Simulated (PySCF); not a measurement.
**MoCl₄: calculation against measurement**

Isolated MoCl₄, optimised in PySCF with density fitting and no spin–orbit coupling; def2 sets carry scalar-relativistic core potentials from Rb on. All levels below give a triplet of Td symmetry: PBE0/def2-TZVP Mo–Cl 2.227 Å (×4); B3LYP/def2-TZVP Mo–Cl 2.249 Å (×4).

Formally Mo is in oxidation state +4, d2, with 2 unpaired electrons (the high-spin count). The Mulliken spin on Mo is 1.73. The polar-tensor charge on Mo, 2.15, is far below the formal one.

The tabulated gas-phase entropy at 298.15 K and 1 bar is 371.93 J/(mol K) (Chase, 1998, NIST Chemistry WebBook). What do rigid-rotor harmonic-oscillator sums give?

PBE0/def2-TZVP 377.9, B3LYP/def2-TZVP 378.7 J/(mol K). Only the spin multiplicity enters the electronic part, so orbital degeneracy and low-lying levels are missing. Tables of this kind often rest on estimated structures and frequencies for high-temperature species, so a gap need not be the fault of the calculation.

ΔfH°(298 K) is -384.93 kJ/mol (Chase, 1998, NIST Chemistry WebBook), and for the gaseous atoms Mo 659.0, Cl 121.3 kJ/mol (tabulated in the package mendeleev). Compare the atomisation enthalpy with the calculations.

From the tables it is 659.0 + 4 × 121.3 − (-384.9) = 1529 kJ/mol. To a computed De one adds −ZPE (-13.3), the atoms' spin–orbit lowering from NIST levels (-14.1) and the thermal terms (8.7), all taken at PBE0/def2-TZVP.
| level | De (kJ/mol) | ΔatH°(298 K) | computed − tabulated |
| --- | --- | --- | --- |
| PBE0/def2-TZVP | 1454 | 1435 | -94 |
| B3LYP/def2-TZVP | 1451 | 1432 | -97 |

 With open d or f shells other occupations or spin states may lie lower.
